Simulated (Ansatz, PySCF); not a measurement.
C3H12Si3, SMILES C=CC([SiH3])([SiH3])[SiH3].

Geometry: PBE-D3(BJ)/def2-SVP. The structure was generated by enumeration, and PubChem lists no compound with its InChIKey, so it may never have been made. One conformer was computed; it need not be the lowest.

Vertical ionisation energy (IE) and electron affinity (EA) in eV. Rows of orbital energies are one-electron estimates. Where ΔSCF, EOM or ADC give a negative EA the extra electron is unbound and the value depends on the basis.

```tsv
level	IE	EA
−ε(HOMO), −ε(LUMO), CAM-B3LYP/def2-TZVP (PySCF)	8.57	-0.65
−ε(HOMO), −ε(LUMO), PBE/def2-TZVP (PySCF)	6.26	1.44
ΔSCF, PBE0/def2-SVPD (Ansatz), final states of multiplicity 2 and 2	9.04	-1.05
ΔSCF, PBE/def2-SVPD (Ansatz), final states of multiplicity 2 and 2	(withheld)	(withheld)
```

**Question.** What belongs in the gaps? (Estimate from the structure and the level; the computed values follow.)

**Answer.** 
- ΔSCF, PBE/def2-SVPD (Ansatz, a program for electronic structure), final states of multiplicity 2 and 2, IE: 8.92
- ΔSCF, PBE/def2-SVPD (Ansatz), final states of multiplicity 2 and 2, EA: -0.86

**Question.** What vertical singlet–triplet gap does ΔSCF give with PBE0/def2-SVPD (Ansatz) and with PBE/def2-SVPD (Ansatz)? (Estimate from the structure and the level; the computed values follow.)

**Answer.** 3.95 and 4.04 eV (triplet above singlet where positive).
